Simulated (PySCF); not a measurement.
C3H4ClNSi. Atoms are numbered in the order given.

```xyz
10

Cl     1.9880     0.0736    -0.7119
Si     0.3767    -0.1785     0.5621
C     -0.7917     1.2954     0.5851
C     -1.9573     0.7978     0.1253
C     -1.9034    -0.6646    -0.2379
N     -0.8113    -1.3215    -0.1083
H      0.8879    -0.6225     1.8798
H     -0.6602     2.3358     0.8867
H     -2.8856     1.3666     0.0050
H     -2.8196    -1.1525    -0.6151
```
Charge 0, spin multiplicity 1.

Coordinates come from a B3LYP-D3(BJ)/def2-SVP optimisation. The structure was generated by enumeration; whether it is a known compound was not checked.

These are HF/def2-TZVP in PySCF values and carry that method's errors.

The molecule is in vacuum.

| Quantity | Result |
|---|---|
| total energy | -918.94117 hartree |
| highest occupied level | -10.26 eV |
| lowest empty level | 1.41 eV |
| orbital gap | 11.67 eV |
| dipole moment | 3.38 D |
| quadrupole, principal values (traceless, Buckingham form, about the centre of nuclear charge) | -5.33, -2.21, 7.54 D·Å |
| mean static polarisability | 68.3 bohr³ (10.11 Å³) |
| polarisability, principal values | 53.4, 64.0, 87.3 bohr³ |
